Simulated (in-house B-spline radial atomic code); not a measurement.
The numbers below are computed, except where a source is named.
## C6 from the polarisability at imaginary frequency: Cs⁺

PBE linear response of the closed shell [Kr] 4d10 5s2 5p6, from a B-spline radial code for spherical atoms; scalar-relativistic (spin-free one-electron X2C), finite nucleus, no spin-orbit coupling; shells from n = 3 respond.

The dispersion coefficient of two like species is C6 = (3/π) ∫ α(iu)² du from 0 to ∞.

| u (hartree) | α(iu) (bohr³) |
| --- | --- |
| 0 | 16.33 |
| 0.0849 | 16.05 |
| 0.198 | 14.95 |
| 0.339 | 12.93 |
| 0.566 | 9.646 |
| 0.849 | 6.657 |
| 1.27 | 4.145 |
| 1.98 | 2.295 |
| 2.83 | 1.398 |
| 4.24 | 0.7816 |
| 7.07 | 0.3562 |
| 14.1 | 0.1148 |

Task: Fit one oscillator, α(iu) = α(0)/(1 + u²/ω²), through u = 0.339 and estimate C6.

Result: From α(0)/α(iu) − 1 = 16.33/12.93 − 1 = 0.2630, ω = u/√0.2630 = 0.6611 hartree (18.0 eV). London's formula gives C6 = (3/4) α(0)² ω = 0.75 × 16.33² × 0.6611 = 132.2 hartree·bohr⁶, and the oscillator holds f = α(0) ω² = 7.14 electrons, of a sum of oscillator strengths of 47.5.

Task: How does that compare with the full integral?

Result: The program's quadrature over all excitations gives C6 = 142.4, so the single oscillator is off by -7.1 %. At the last point the fit gives α = 0.0358 against 0.115: higher excitations, and deeper shells where there are any, keep the true curve higher at large u.
